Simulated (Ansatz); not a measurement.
Reactions of `O=Cc1ccc[nH]1`.

Isolated molecules relaxed with PBE0-D4/def2-TZVP in Ansatz; ΔE leaves out vibrations. CCSD(T)/CBS adds triple-zeta CCSD(T) − MP2 to the extrapolated MP2 energy (def2 sets, frozen cores). This one scheme is used for every species. Functionals use def2-TZVPP. B3LYP here is the variant with VWN-RPA as its local correlation; programs differ in this. Each species was taken in one conformer, which may not be the lowest.

```json
{"reaction": "`O=Cc1ccc[nH]1` + `C#N` → `N#Cc1ccc[nH]1` + `C=O`", "CCSD(T)/CBS(def2) (eV)": "0.33"}
{"reaction": "`O=Cc1ccc[nH]1` + `CC(N)F` → `CC(N)(F)C=O` + `c1cc[nH]c1`", "CCSD(T)/CBS(def2) (eV)": "0.50"}
{"reaction": "`O=Cc1ccc[nH]1` + H₂ → `c1cc[nH]c1` + `C=O`", "CCSD(T)/CBS(def2) (eV)": "0.15"}
{"reaction": "`O=Cc1ccc[nH]1` + `O[SiH2]S` → `O=CS[SiH2]O` + `c1cc[nH]c1`", "CCSD(T)/CBS(def2) (eV)": "?"}
```

Problem. Fill in the missing values. (Estimate.)

Solution. Computed: `O=Cc1ccc[nH]1` + `O[SiH2]S` → `O=CS[SiH2]O` + `c1cc[nH]c1`: +0.21 eV.

Largest T1 diagnostic: 0.016, for `O=CS[SiH2]O`.
